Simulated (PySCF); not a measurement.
Circular dichroism: C3H8AsBO

Geometry:
| atom | x (Å) | y (Å) | z (Å) |
| --- | --- | --- | --- |
| O1 | 2.854 | 0.258 | 0.792 |
| C2 | 1.667 | 0.092 | 0.765 |
| C3 | 0.783 | 0.260 | -0.423 |
| B4 | 0.431 | -1.157 | -1.036 |
| As5 | -1.652 | -0.194 | 1.214 |
| C6 | -0.555 | 0.912 | -0.025 |
| H7 | 1.114 | -0.247 | 1.676 |
| H8 | 1.293 | 0.901 | -1.151 |
| H9 | 0.462 | -2.113 | -0.362 |
| H10 | 0.097 | -1.223 | -2.153 |
| H11 | -2.884 | 0.649 | 1.002 |
| H12 | -2.130 | -1.129 | 0.138 |
| H13 | -1.131 | 1.123 | -0.929 |
| H14 | -0.351 | 1.870 | 0.469 |

Method: PySCF 2.14.0, TDDFT CAM-B3LYP/def2-SVPD circular dichroism and optical rotation, one conformer, gas phase. Geometry: GFN2-xTB.

The bonding changed while the geometry was optimised; results refer to the coordinates, not to the name. The molecule is flexible and this is one conformer; a measurement averages over conformers. The calculation is non-relativistic, which matters for the atoms heavier than Zn.

**Question.** Assign R or S to each stereocentre.

**Answer.** C3 R.

**Question.** Which excitations and rotatory strengths does the calculation give?

**Answer.** Rotatory strengths R in 10⁻⁴⁰ esu² cm², velocity form and length form (origin at the centre of mass); f in length form.
```tsv
state	E (eV)	λ (nm)	f	R (velocity)	R (length)	main
1	4.26	291	0.002	+19.4	+20.0	HOMO→LUMO+1 0.48, HOMO→LUMO 0.25
2	4.80	258	0.005	-16.7	-17.4	HOMO→LUMO 0.69, HOMO→LUMO+1 0.20
3	5.31	233	0.001	+12.5	+12.1	HOMO−1→LUMO 0.75, HOMO−2→LUMO 0.17
4	5.86	211	0.003	-26.9	-25.6	HOMO−2→LUMO 0.65, HOMO−1→LUMO 0.16
5	6.33	196	0.0008	-14.4	-14.6	HOMO−4→LUMO 0.56, HOMO−3→LUMO 0.18
6	6.59	188	0.046	+35.7	+37.0	HOMO−1→LUMO+1 0.41, HOMO→LUMO+1 0.18
7	6.83	182	0.089	-14.2	-14.1	HOMO→LUMO+2 0.39, HOMO→LUMO+3 0.18
8	6.98	178	0.074	+35.6	+32.5	HOMO→LUMO+3 0.23, HOMO→LUMO+4 0.21
```

Among the states computed, the strongest CD band (largest |R|) is state 6. The largest dissymmetry factor in size, g = 4R/(D+G), with D and G the electric and magnetic dipole strengths, is -0.18 for state 5 (velocity form, f = 0.0008), among bands with |R| over 0.5. The mirror image has the same energies and oscillator strengths and all R with the opposite sign.
